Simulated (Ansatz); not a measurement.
Total energies of [NbOF4]- (NbOF₄⁻) from Ansatz at PBE-D4/def2-TZVPD, gas phase (1 Eh = 27.2114 eV = 2625.5 kJ/mol). The reference geometry is relaxed at r2SCAN-D4/def2-SVPD.

```csv
state,geometry,energy (Eh)
charge -1 singlet,reference,-531.82429
charge 0 doublet,reference,-531.58468
charge 0 doublet,relaxed at r2SCAN-D4/def2-SVPD,-531.61567
```

In the def2 sets Nb takes a core potential; there is no spin–orbit coupling.

Problem. Work out the vertical ionisation energy to the doublet.

Solution. E(charge 0 doublet) − E(charge -1 singlet) = -531.58468 − (-531.82429) = 0.23961 Eh = 6.52 eV. For comparison, −ε of the highest occupied level is 3.19 eV at this level, 3.33 eV less.

Problem. How much does the charge 0 doublet relax, and what is the adiabatic ionisation energy?

Solution. Relaxation: -531.58468 − (-531.61567) = 0.03099 Eh = 0.84 eV. Adiabatic ionisation energy: 0.20862 Eh = 5.68 eV, without zero-point energy. 

At PBE-D4/def2-TZVPD the gap within one spin of the charge 0 doublet nearly closes, so an electron or hole may be smeared out by delocalisation error.
